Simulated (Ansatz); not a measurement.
Steps of a relaxation of C2HF2In with RKS PBE0-D4/def2-TZVP.

```sh
$ ansatz run in.yaml --threads 2 --pin off --events-out ev --progress --plain --max-ram 4352MiB
```

```yaml
crystal:
  periodic: [false, false, false]
  atoms:
    - {symbol: F, position_ang: [0.663893, -2.613648, 0.920722]}
    - {symbol: C, position_ang: [0.536726, -1.350922, 0.733808]}
    - {symbol: C, position_ang: [0.430788, -0.144185, 0.576539]}
    - {symbol: In, position_ang: [-1.384441, 0.855039, -1.926850]}
    - {symbol: F, position_ang: [-0.496546, 2.265894, -0.724083]}
    - {symbol: H, position_ang: [0.291581, 0.923822, 0.373662]}
basis:
  gaussian: {orbitals: def2-TZVP}
hamiltonian: {xc: pbe0, dispersion: d4}
relax: {f_tol: 0.005, max_steps: 150}
```

Positions (Å) and forces (eV/Å) along the path, 10 of 10 steps:

```xyz
6
step=1 energy=-12692.0442 eV
F     0.664   -2.614    0.921   -0.071    0.683   -0.104
C     0.537   -1.351    0.734   -0.152    1.850   -0.227
C     0.431   -0.144    0.577    0.117   -1.956    0.178
In   -1.384    0.855   -1.927    0.141    0.229    0.191
F    -0.497    2.266   -0.724   -0.172   -0.227   -0.234
H     0.292    0.924    0.374    0.137   -0.579    0.196
6
step=2 energy=-12692.0956 eV
F     0.624   -2.583    0.866   -0.030    0.263   -0.044
C     0.527   -1.319    0.720    0.035   -0.185    0.049
C     0.451   -0.130    0.604   -0.036    0.191   -0.054
In   -1.391    0.819   -1.935    0.070    0.082    0.095
F    -0.510    2.214   -0.742   -0.101   -0.013   -0.138
H     0.341    0.936    0.441    0.063   -0.338    0.092
6
step=3 energy=-12692.1032 eV
F     0.634   -2.595    0.880   -0.012    0.054   -0.016
C     0.537   -1.336    0.734    0.043   -0.334    0.062
C     0.462   -0.151    0.619   -0.070    0.346   -0.101
In   -1.404    0.854   -1.954    0.012    0.001    0.016
F    -0.540    2.258   -0.784   -0.015   -0.008   -0.021
H     0.353    0.907    0.458    0.042   -0.059    0.059
6
step=4 energy=-12692.1049 eV
F     0.616   -2.591    0.856   -0.009   -0.002   -0.012
C     0.533   -1.330    0.729    0.021   -0.006    0.030
C     0.470   -0.140    0.631   -0.033   -0.028   -0.046
In   -1.405    0.833   -1.955    0.006   -0.022    0.009
F    -0.549    2.247   -0.795   -0.002    0.023   -0.003
H     0.375    0.918    0.489    0.016    0.036    0.022
6
step=5 energy=-12692.1078 eV
F     0.576   -2.577    0.800   -0.016    0.046   -0.022
C     0.515   -1.311    0.703    0.018    0.228    0.023
C     0.472   -0.116    0.632   -0.011   -0.313   -0.013
In   -1.362    0.744   -1.895    0.009   -0.001    0.012
F    -0.559    2.248   -0.809   -0.008   -0.001   -0.011
H     0.399    0.947    0.521    0.008    0.041    0.012
6
step=6 energy=-12692.1084 eV
F     0.525   -2.558    0.730   -0.020    0.096   -0.029
C     0.495   -1.288    0.676    0.031    0.239    0.041
C     0.481   -0.090    0.645   -0.008   -0.291   -0.008
In   -1.321    0.648   -1.838    0.034    0.082    0.046
F    -0.577    2.245   -0.834   -0.034   -0.087   -0.045
H     0.439    0.979    0.575   -0.004   -0.038   -0.005
6
step=7 energy=-12692.1093 eV
F     0.538   -2.561    0.747   -0.016    0.044   -0.023
C     0.501   -1.293    0.684    0.028    0.086    0.037
C     0.480   -0.097    0.643   -0.012   -0.119   -0.016
In   -1.333    0.676   -1.855    0.003    0.004    0.004
F    -0.572    2.241   -0.827   -0.003   -0.004   -0.004
H     0.429    0.970    0.562    0.001   -0.011    0.002
6
step=8 energy=-12692.1095 eV
F     0.531   -2.558    0.738   -0.013    0.001   -0.018
C     0.500   -1.290    0.682    0.026    0.009    0.036
C     0.482   -0.094    0.646   -0.012   -0.022   -0.017
In   -1.331    0.667   -1.853    0.003    0.003    0.004
F    -0.575    2.238   -0.830   -0.003   -0.001   -0.004
H     0.435    0.973    0.570   -0.001    0.011   -0.001
6
step=9 energy=-12692.1097 eV
F     0.527   -2.557    0.733    0.001   -0.004    0.001
C     0.502   -1.289    0.686    0.003    0.009    0.004
C     0.483   -0.094    0.647   -0.010   -0.010   -0.015
In   -1.329    0.664   -1.849    0.002    0.003    0.002
F    -0.576    2.240   -0.832   -0.001   -0.005   -0.002
H     0.435    0.973    0.570    0.006    0.007    0.009
6
step=10 energy=-12692.1097 eV
F     0.526   -2.557    0.732    0.000    0.002    0.000
C     0.502   -1.288    0.685   -0.001    0.000   -0.001
C     0.481   -0.093    0.645    0.001   -0.001    0.001
In   -1.328    0.661   -1.848    0.000   -0.001    0.000
F    -0.577    2.239   -0.833    0.000    0.001    0.000
H     0.438    0.974    0.573    0.000   -0.001    0.000
```

Run time 51 s (2 threads of an Arm Neoverse V1 on a shared host); peak host memory 0.4 GiB.
